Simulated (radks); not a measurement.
Question: All-electron atom: Hg6+ in [Xe] 4f14 5d6. Calculated with a radial shooting solver on a logarithmic mesh with Libxc functionals: scalar-relativistic Kohn-Sham, SCAN, spin-polarised, spherical densities, finite nucleus; open shells are filled with parallel spins first (spin-orbit coupling, left out, can overturn this in heavy ions); meta-GGA in the generalised Kohn-Sham scheme; Fermi nuclear charge, rms radius 5.4648 fm. Some entries of the table are withheld. Estimate them.

orbital,occ.,eigenvalue (eV),r(max) (bohr),<r^2> (bohr^2)
1s up,1,-83325.47,0.01022,0.0003810
1s down,1,-83325.45,0.01022,0.0003810
2s up,1,-14870.72,0.05910,0.005792
2s down,1,-14870.41,0.05910,0.005792
2p up,3,-12834.37,0.04906,0.004897
2p down,3,-12834.06,0.04906,0.004897
3s up,1,-3609.200,0.1665,0.03727
3s down,1,-3609.064,0.1665,0.03727
3p up,3,-3017.516,0.1662,0.03845
3p down,3,-3017.344,0.1662,0.03844
3d up,5,-2393.209,0.1356,0.03191
3d down,5,-2392.900,0.1357,0.03191
4s up,1,-868.8659,0.3757,0.1795
4s down,1,-868.2837,0.3758,0.1796
4p up,3,-673.9319,0.3955,0.2051
4p down,3,-673.3963,0.3956,0.2051
4d up,5,-441.6616,0.4026,0.2325
4d down,5,-441.0421,0.4027,0.2321
5s up,1,-208.2947,(1),0.8975
5s down,1,-204.2527,(2),0.8845
4f up,7,-185.1454,(3),0.2795
4f down,7,-184.3578,(4),0.2766
5p up,3,-154.8743,0.9233,1.150
5p down,3,-150.2378,0.9187,1.138
5d up,5,-91.5561,1.101,1.783
5d down,1,-86.8723,1.091,1.805

Answer: 
(1) 5s up r(max) (bohr): 0.8264
(2) 5s down r(max) (bohr): 0.8214
(3) 4f up r(max) (bohr): 0.3668
(4) 4f down r(max) (bohr): 0.3668
